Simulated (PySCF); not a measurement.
C6H9N2 (doublet state).
Z-matrix (Å and degrees, GFN2-xTB geometry), rows numbered from 1:
```
N 
C   1  1.3888
C   2  1.3599  1  122.05
C   3  1.4095  2  121.83  1  -176.28
N   4  1.3928  3  120.22  2  -176.51
C   4  1.4072  3  118.96  2    -1.06
C   6  1.3551  4  121.80  3     1.21
C   7  1.4946  6  122.66  4     0.52
H   1  1.0092  2  115.09  3   -19.45
H   1  1.0092  2  115.38  3  -154.40
H   3  1.0826  2  119.49  1     4.09
H   5  1.0093  4  114.81  3   -26.98
H   5  1.0094  4  114.63  3  -160.49
H   6  1.0818  4  118.35  3  -178.49
H   7  1.0791  6  120.78  4  -179.92
H   8  1.1034  2  109.14  1    55.58
H   8  1.1040  2  109.66  1   -59.30
```

The hyperfine couplings belong to this conformer and change with its torsions.

As a line formula: `N[C]1C=C(N)C=CC1` [radical].

The calculation used UKS B3LYP, pcH-1 on C H N, non-relativistic, mean-field spin-orbit, GIAO (PySCF 2.14.0). Geometry: GFN2-xTB; no solvent, vibrations or thermal averaging. The geometry wasn't refined by DFT: couplings that depend on bond lengths, twists or pyramidal angles can differ widely from those at the functional's own minimum. Stability of the SCF solution: not tested. ⟨S²⟩ is 0.775 where a pure state has 0.75.

Principal values of hyperfine tensors in MHz (contact and dipolar terms together), for some of the nuclei:

```tsv
atom	isotope	A1	A2	A3
H16	1H	123.78	126.77	129.56
H17	1H	111.93	115.11	117.82
C4	13C	-0.12	1.14	115.87
C7	13C	2.82	4.86	106.61
C6	13C	-49.64	-26.40	-23.15
C8	13C	-31.64	-30.95	-29.98
C3	13C	-49.32	-22.72	-20.39
H15	1H	-45.46	-29.30	-11.20
```

(1) Split each tensor into its isotropic and traceless parts, and turn a_iso into mT with g = 2.0028.

(2) What spin density at the nucleus of C6 lies behind its contact coupling (g_N = 1.40482)?

(3) C2 (13C, g_N = 1.40482) isn't in the table. Its spin density at the nucleus is 0.02408 bohr⁻³. What is its contact coupling?

(4) Which nucleus of the table has the largest anisotropic coupling, and what is its form?

(5) In a single crystal, with the field along each principal axis of the tensor of C4 in turn, what first-order splitting does this nucleus give (isotropic g, quadrupole terms neglected)?

Results:

(1) a_iso = (A1 + A2 + A3)/3, Ti = Ai − a_iso; 1 mT corresponds to 28.031 MHz.

```csv
atom,a_iso (MHz),a_iso (mT),T1,T2,T3
H16,126.70,4.520,-2.92,0.07,2.85
H17,114.95,4.101,-3.03,0.16,2.87
C4,38.96,1.390,-39.09,-37.82,76.91
C7,38.10,1.359,-35.27,-33.24,68.51
C6,-33.06,-1.180,-16.57,6.66,9.91
C8,-30.86,-1.101,-0.79,-0.09,0.88
C3,-30.81,-1.099,-18.51,8.09,10.42
H15,-28.65,-1.022,-16.81,-0.65,17.45
```

(2) a_FC = (2μ0/3) gₑ μB g_N μN ρ(0)/(2S·h) = 800.24 MHz × g_N × ρ(0)/(2S), with ρ in bohr⁻³. With a_FC = -33.06 MHz and 2S = 1, ρ(0) = -0.02941 bohr⁻³.

(3) By the same relation, a_FC = 27.1 MHz. Its full tensor has the principal values 1.70, 3.09, 76.41 MHz.

(4) C4: -39.1, -37.8, 76.9 MHz, axial, in the ratio −1:−1:+2, the form that spin in one p orbital centred on that nucleus gives.

(5) 2 lines (I = 1/2), spaced by |A_i|/(g × 13.996): 0.00, 0.04, 4.13 mT along the axes of A1, A2 and A3.

The SMILES draws the unpaired electron on C2; the largest computed Mulliken spin population is on C7 (0.44 against 0.28).
